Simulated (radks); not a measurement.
All-electron atom: As23+ in [Ne]. Method: non-relativistic Kohn-Sham, TPSS, spin-polarised, spherical densities, point nucleus; meta-GGA in the generalised Kohn-Sham scheme; computed with a radial shooting solver on a logarithmic mesh with Libxc functionals.

Unscreened Slater integrals over Kohn-Sham orbitals (hartree). They are taken over the spin-up orbitals.

integral,value
"F0(2p,2p)",5.2106
"F2(2p,2p)",2.4816
"F0(2p,2s)",4.7516
"G1(2p,2s)",2.7012
"F0(2p,1s)",7.0859
"G1(2p,1s)",1.2726
"F0(2s,2s)",4.4611
"F0(2s,1s)",6.2477
"G0(2s,1s)",0.59268
"F0(1s,1s)",20.273
